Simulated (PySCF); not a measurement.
Radial density of Pt⁵²⁺ (platinum, charge +52)

UHF, [Ar] 3d8, high-spin 3F determinant. All numbers are calculated (PySCF 2.14, the spin-free X2C one-electron Hamiltonian (Gaussian nucleus), in an uncontracted even-tempered set (17 s from 13 bohr⁻², ratio 2.5; 13 p from 17 bohr⁻², ratio 2.5; 7 d from 17 bohr⁻², ratio 2.5; 4 f from 66 bohr⁻², ratio 2.7; 3 g from 99 bohr⁻², ratio 2.7)).

```csv
r (bohr),4πr²ρ (e/bohr),4πr²(ρα − ρβ)
0.0149,103.6,0.0073
0.0251,94.86,0.1083
0.0422,132.2,0.9856
0.0710,120.2,5.3405
0.119,99.22,12.8542
0.201,80.67,8.2933
0.338,6.287,0.6009
0.568,0.02175,0.0024
```

Densities and radii are taken from the X2C orbitals without a picture-change correction, which distorts them close to the nucleus.

Spin-orbit coupling is strong in this species (close to jj coupling), so the high-spin LS determinant is a model state, not a physical level.
